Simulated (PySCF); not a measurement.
Si(All)(F)2(H) (C3H6F2Si), SMILES F[SiH](CC=C)F. Atoms are numbered in the order given.

```xyz
12

Si     0.8675    -0.1241     0.1896
F      2.1557    -0.5144    -0.7128
F      1.0496     1.4295     0.6129
C     -0.6907    -0.2943    -0.8218
C     -1.8791     0.2029    -0.0486
C     -2.7963    -0.5695     0.5424
H      0.8899    -0.9461     1.4176
H     -0.5489     0.2757    -1.7571
H     -0.8056    -1.3570    -1.0968
H     -1.9505     1.2915     0.0639
H     -2.7643    -1.6615     0.4651
H     -3.6169    -0.1363     1.1197
```
Charge 0, spin multiplicity 1.

Geometry: B3LYP-D3(BJ)/def2-SVP. The values are those of a single conformer.

Two levels are set side by side: PBE/pcSseg-1 (PySCF) and PBE0/pcSseg-1 (PySCF). GIAO shifts against CFCl3 (¹⁹F), TMS (²⁹Si), TMS (¹H), TMS (¹³C) at the same level; non-relativistic, no solvent, atoms listed together averaged. Differences are taken from unrounded values.

```csv
quantity,PBE0,PBE,PBE minus PBE0
δ(²⁹Si) of Si1 (ppm),-3.6,-3.0,0.6
δ(¹³C) of C4 (ppm),27.8,30.7,2.9
δ(¹³C) of C5 (ppm),139.0,137.5,-1.5
δ(¹³C) of C6 (ppm),128.2,125.9,-2.4
δ(¹H) of H7 (ppm),5.10,5.33,0.24
δ(¹H) of H10 (ppm),6.21,6.17,-0.04
"δ(¹H) of H11, H12 (ppm)",5.74,5.65,-0.08
```

Rough cost on one machine, each run with all the roots and properties that it gave: PBE0 against PBE within a factor of 2.
